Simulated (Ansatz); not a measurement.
Series [WO3X]-: vertical IE (eV) at several levels, gas phase, relaxed structures; Ansatz. Core potentials for W in the def2 sets, no spin–orbit coupling. Names give formal oxidation states. The structures are stationary points that may keep the symmetry of their start. Remarks come from the PBE and PBE0 runs and from stability tests at other levels; not every state was tested. HOMO above LUMO (over both spins in singlets and doublets, within one spin in higher multiplets; at PBE or PBE0), or a gap under 0.15 eV within one spin, warns that the state may not be the lowest or that an electron is smeared out.

| species | state | geometry | PBE-D4/def2-TZVPD | r2SCAN-D4/def2-TZVPD | PBE0-D4/def2-TZVPD | remarks |
| --- | --- | --- | --- | --- | --- | --- |
| [WO3Br]- (WBrO3⁻) | singlet to doublet | B3LYP-D4/def2-SVPD | 5.21 | 5.37 | 5.58 | gap within one spin near zero at PBE or PBE0 (neutral doublet) |
| [WO3F]- (WO3F⁻) | singlet to doublet | r2SCAN-D4/def2-SVPD | 5.03 | 5.16 | 5.40 | – |
| [WO3(OH)]- (WO4H⁻) | singlet to doublet | r2SCAN-D4/def2-SVPD | 4.75 | 4.86 | 5.09 | – |
| [WO3(NH2)]- (WNO3H2⁻) | singlet to doublet | PBE-D4/def2-SVPD | 4.47 | 4.61 | 4.84 | gap within one spin near zero at PBE or PBE0 (neutral doublet) |

Estimate the rows for [WO3Cl]- (WClO3⁻) (singlet to doublet, r2SCAN-D4/def2-SVPD geometry).


```json
{"species": "[WO3Cl]- (WClO3⁻)", "state": "singlet to doublet", "geometry": "r2SCAN-D4/def2-SVPD", "PBE-D4/def2-TZVPD": "5.18", "r2SCAN-D4/def2-TZVPD": "5.31", "PBE0-D4/def2-TZVPD": "5.53"}
```

Over the 5 species that have every level, the mean is 4.93 at PBE-D4/def2-TZVPD, 5.06 at r2SCAN-D4/def2-TZVPD, 5.29 at PBE0-D4/def2-TZVPD.
